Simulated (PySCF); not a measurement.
These compounds are isomers of formula C$_{7}$H$_{9}$P.

A. SMILES C=Cc1[pH]ccc1C
B. SMILES Cc1cccc(C)p1
C. `CC#CP=C=C(C)C`
D. SMILES Cc1ccc(C)pc1

Spectrum 1. 1H NMR (300 MHz, computed): δ 8.84 (m, 1H), 8.05 (m, 1H), 7.58 (m, 1H), 2.86 (m, 3H), 2.61 (s, 3H). 13C{1H} NMR (computed): δ 176.9 (C), 164.2 (CH), 145.2 (C), 140.1 (CH), 135.7 (CH), 27.6 (CH3), 27.2 (CH3).

Spectrum 2. 1H NMR (300 MHz, computed): δ 7.11 (m, 1H), 7.09 (m, 1H), 6.77 (m, 1H), 6.00 (m, 1H), 5.32 (m, 1H), 5.05 (m, 1H), 2.28 (s, 3H). 13C{1H} NMR (computed): δ 152.2 (C), 152.2 (CH), 151.2 (C), 138.8 (CH), 138.0 (CH), 120.2 (CH2), 17.0 (CH3).

Spectrum 3. 1H NMR (300 MHz, computed): δ 2.15 (s, 3H), 1.96 (s, 6H). 13C{1H} NMR (computed): δ 275.5 (C), 123.2 (C), 112.4 (C), 81.0 (C), 24.5 (CH3), 6.6 (CH3).

Spectrum 4. 1H NMR (300 MHz, computed): δ 7.91 (m, 2H), 7.76 (m, 1H), 2.84 (m, 6H). 13C{1H} NMR (computed): δ 180.6 (C), 136.9 (CH), 135.0 (CH), 27.3 (CH3).

Method: structure optimised with GFN2-xTB, σ from GIAO-PBE0/pcSseg-1, in PySCF (no relativistic terms, no solvent, one computed conformer, one averaged value for each set of equivalent atoms).

References, each an isolated molecule treated in the same way: TMS for 1H (σ = 31.72 ppm), 13C (σ = 186.93 ppm). Splittings of carbon signals by F and P are missing where no couplings were computed. Where no couplings were computed, multiplicities follow the n + 1 count of equivalent neighbours, and m marks all less simple cases (inequivalent or close neighbours, rings, F or P nearby). Shifts are as computed. Against solution values, carbons near 30 ppm lie about +3 ppm off and those near 130 ppm about +5 ppm. Of 1211 compounds with measured shifts, 218 miss one by over three times the rms of a fit or turn the order of signals round; such compounds aren't used in these exercises.

**Question.** Which spectrum belongs to which compound?

**Answer.** 1–D, 2–A, 3–C, 4–B.

- Spectrum 1 (D): 7 13C signals; δC 135.7 is an aromatic CH; δC 27.6 is a methyl carbon on an aromatic ring.
- Spectrum 2 (A): 7 13C signals; δC 138.8 is an alkene CH; δC 120.2 is a terminal =CH2 carbon.
- Spectrum 3 (C): 6 13C signals; δC 123.2 is a fully substituted alkene carbon; δC 81.0 is an alkyne carbon.
- Spectrum 4 (B): 4 13C signals; δC 136.9 is an aromatic CH; δC 135.0 is an aromatic CH.
